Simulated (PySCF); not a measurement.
Input file for PySCF: R-BP86/6-31G* on C2H7ClO (a complex), monomers drawn apart or pushed together.

```python
from pyscf import gto, scf, dft, mp
from pyscf.data.elements import chemcore

mol = gto.M(
    atom='''
    Cl   -0.42479100    0.48822500    0.35487020
    H    -1.11214659    0.83490298   -0.67175917
    C     0.09950168   -1.45365280    4.65671522
    O     1.04866297   -0.47208988    4.30278881
    C     0.80376276    0.76650645    4.93170979
    H    -0.91474054   -1.15114560    4.36662614
    H     0.11152074   -1.64888948    5.73714112
    H     0.36230172   -2.36710074    4.12567859
    H    -0.17907027    1.16791534    4.65376714
    H     1.57590685    1.45856336    4.59959100
    H     0.84841566    0.67448365    6.02492419
    ''',
    basis='6-31g*',
    cart=True,
    charge=0, spin=0, verbose=3, max_memory=1800)
mf = dft.RKS(mol, xc='b88,p86')
mf.conv_tol = 1e-8
mf.max_cycle = 100
mf.kernel()
if not mf.converged:
    mf = mf.newton().run(mf.mo_coeff, mf.mo_occ)
```

Question: Predict the final total energy.

Answer: -615.8399 hartree.
